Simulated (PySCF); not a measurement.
A search over the determinants of CsGa

Unrestricted PBE0; basis Cs def2-SVP with ECP46, Ga def2-SVP; scalar-relativistic core potentials; PySCF 2.14. Outer shells of the fragments: Cs 6s1; Ga 3d10 4s2 4p1.

Followed along the bond (rough minima from three points):

```tsv
2Ms+1	unpaired	⟨S²⟩ at the start	R at minimum (Å)	Te (eV)
3	σ ↑, π ↑	2.00	3.68	0.00
1	σ ↑, π ↓	1.01	3.74	0.18
1	none	0.00	4.03	0.24
3	π ↑↑	2.00	3.23	0.31
1	π ↑↓	1.01	3.24	0.51
```

Solutions found at the starting distance of 3.410 Å, counted from the lowest of them; the search is not exhaustive and high or unbound solutions are not listed, so other states can lie among these:

```tsv
2Ms+1	unpaired	term	E (eV)	⟨S²⟩	⟨Lz²⟩	μ (D)
3	σ ↑, π ↑	³Π	0.00	2.00	1.00	-7.02
1	σ ↑, π ↓	mixed	0.19	1.01	1.01	-6.09
3	π ↑↑	³Σ⁻	0.30	2.00	0.00	-10.69
1	none	¹Σ⁺	0.46	0.00	0.00	-3.71
1	π ↑↓	mixed	0.49	1.01	2.01	-10.46
3	σ ↑↑	³Σ⁺	0.98	2.00	0.00	2.22
```

A term symbol is given only where ⟨S²⟩ and ⟨Lz²⟩ are close to those of a pure state; real π, δ and φ orbitals otherwise mix terms. A positive dipole means Cs(−)Ga(+).

Spin–orbit coupling is left out. Counting both spins, an empty level lies below a filled one in some of these solutions, because spin and occupation are held.
